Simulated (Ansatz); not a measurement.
YH, closed-shell singlet (lowest of 2S+1 = 1, 3, 5 at CCSD(T)/def2-TZVPP on PBE0 minima; our sources give no spin for the ground state, which may be another), most abundant isotopes (88.9058 and 1.0078 u). Constants from fifth-degree fits in 1/R to seven points on the lowest solution found; no spin–orbit coupling, no relativity up to Kr; ω_e x_e and α_e move by some per cent with the fit.

Correlated levels freeze the inner cores; with def2 sets outer-core shells near the valence are correlated too. CBS(a, b) extrapolates the correlation energy as X⁻³ and adds the Hartree–Fock energy of set b.

Programs: Ansatz (Gaussian orbitals). Values without a source in brackets are computed. In def2 rows elements past Kr take small-core potentials, without spin–orbit coupling.

```csv
level,r_e (Å),ω_e (cm⁻¹),ω_e x_e (cm⁻¹),α_e (cm⁻¹)
PBE/def2-TZVPP,1.9156,1516.3,20.5,0.0984
"CCSD(T)/CBS(def2-TZVPP, def2-QZVPP)",1.9230,1526.0,15.6,0.0709
```

**Question.** Derive the rotational constants, the centrifugal constant, the fundamental, the zero-point energy and the force constant.

**Answer.** 
μ = 0.99653 u.
- PBE/def2-TZVPP: B_e = 16.8576/(μ r_e²) = 4.6098 cm⁻¹; B₀ = B_e − α_e/2 = 4.5605 cm⁻¹; D = 4B_e³/ω_e² = 1.70e-04 cm⁻¹; fundamental ω_e − 2ω_e x_e = 1475 cm⁻¹; zero-point energy ω_e/2 − ω_e x_e/4 = 753 cm⁻¹; k = μ(2πcω_e)² = 135 N/m; the line J = 1 ← 0 at 2B₀ = 273.4 GHz
- CCSD(T)/CBS(def2-TZVPP, def2-QZVPP): B_e = 16.8576/(μ r_e²) = 4.5747 cm⁻¹; B₀ = B_e − α_e/2 = 4.5392 cm⁻¹; D = 4B_e³/ω_e² = 1.64e-04 cm⁻¹; fundamental ω_e − 2ω_e x_e = 1495 cm⁻¹; zero-point energy ω_e/2 − ω_e x_e/4 = 759 cm⁻¹; k = μ(2πcω_e)² = 137 N/m; the line J = 1 ← 0 at 2B₀ = 272.2 GHz

Doubts at one or more of the structures used: a restricted determinant that unrestricted orbitals would lower (CCSD(T)/CBS(def2-TZVPP, def2-QZVPP)).

Ansatz is a quantum-chemistry and plane-wave program.
